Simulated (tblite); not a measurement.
Species: C5H9B2F2N.
SMILES with atom numbers: `[NH3+:1][B@@H-:2]1[CH2:3][CH2:4][C@@H:5]1[C:6]#[C:7][B:8]([F:9])[F:10]` (hydrogens: H11, H12, H13 on N1; H14 on B2; H15, H16 on C3; H17, H18 on C4; H19 on C5)

Cartesian coordinates in Å at the GFN2-xTB level; atoms count from 1:
```
atom  x, y, z in Å
N1    -0.576    0.168    1.600
B2    -1.472    0.265    0.246
C3    -1.788   -1.235   -0.293
C4    -0.691   -1.077   -1.360
C5    -0.427    0.419   -1.052
C6     0.908    0.724   -0.703
C7     2.010    0.908   -0.219
B8     3.383    1.144    0.312
F9     4.005    0.248    1.080
F10    4.078    2.258    0.126
H11   -1.011   -0.459    2.270
H12   -0.453    1.087    2.015
H13    0.342   -0.186    1.326
H14   -2.319    1.074    0.403
H15   -1.617   -2.077    0.379
H16   -2.769   -1.382   -0.742
H17    0.187   -1.696   -1.170
H18   -1.018   -1.254   -2.383
H19   -0.782    1.078   -1.843
```

Level: GFN2-xTB in tblite, geometry and Hessian alike; calculated harmonic values, unscaled, isolated species. The method is semi-empirical: single wavenumbers can be off by several per cent or more. Modes of hydrogen on boron can be 10 to 20 % off. The optimisation stopped once no atom felt more than 0.01 eV/Å.

Lowest wavenumbers of the output (negative numbers stand for imaginary wavenumbers):
```
mode    cm-1
  1     -65.4
  2      24.6
  3      45.4
  4      58.2
  5      75.3
  6     154.8
  7     189.2
  8     283.1
  9     296.4
 10     360.6
 11     438.9
 12     469.7
 13     490.5
 14     522.5
 15     619.4
```

Q: Is this structure a minimum?

A: No. 1 mode is imaginary beyond 20i (65i cm⁻¹), so at this level the point lies at or near a first-order saddle.

Q: Which atoms move in the imaginary mode?

A: 65i: H13 (N–H hydrogen) 35 %, H12 (N–H hydrogen) 28 %, H11 (N–H hydrogen) 26 %. These are shares of the mass-weighted motion.

Q: What is the remedy?

A: Step along that mode in both directions, optimise again with tighter thresholds and repeat the frequencies. The zero-point energy of this point (88.9 kcal/mol) counts the 50 real modes alone, and thermal corrections from it aren't those of a minimum.
